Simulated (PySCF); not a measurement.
## What binds AgI: the parts of the energy along the bond

State: ¹Σ⁺, singlet, closed shell. RHF-based CCSD(T) in PySCF 2.14 with Ag cc-pVTZ-PP with ECP28, I cc-pVTZ-PP with ECP28 and Ag cc-pVQZ-PP with ECP28, I cc-pVQZ-PP with ECP28 (frozen core orbitals: 13; scalar-relativistic core potentials). Correlation energies are extrapolated as n⁻³ (n = 3, 4), Hartree–Fock as (n+1)·exp(−9√n). All energies in eV from Ag (4d10 5s1) + I.

| R (Å) | HF/CBS | CCSD corr. | (T) | total |
| --- | --- | --- | --- | --- |
| 2.2647 | -0.842 | -1.100 | -0.1482 | -2.090 |
| 2.3676 | -1.348 | -0.987 | -0.1349 | -2.470 |
| 2.4706 | -1.637 | -0.887 | -0.1231 | -2.647 |
| 2.5735 | -1.775 | -0.799 | -0.1131 | -2.687 |
| 2.6764 | -1.807 | -0.723 | -0.1049 | -2.635 |
| 2.8051 | -1.750 | -0.643 | -0.0973 | -2.489 |
| 2.9338 | -1.622 | -0.576 | -0.0923 | -2.291 |

A fit to the total gives Re = 2.5600 Å, De = 2.688 eV, ωe = 205.3 cm⁻¹, Be = 0.04433 cm⁻¹ (masses 106.9051 and 126.9045 u).

Problem. At R = 2.5735 Å the CCSD correlation energy is -0.522225 hartree in the smaller basis and -0.578468 in the larger. Extrapolate it.

Solution. (4³·E4 − 3³·E3)/(4³ − 3³) = -0.61951 hartree; the larger basis holds 93.4 % of it.

The T1 diagnostic is 0.021, large enough to doubt a single reference. The open-shell atoms are computed with UHF. Spin–orbit coupling, excitations beyond (T) and corrections to the Born–Oppenheimer picture are left out, and spin–orbit coupling matters for open p, d or f shells this heavy.
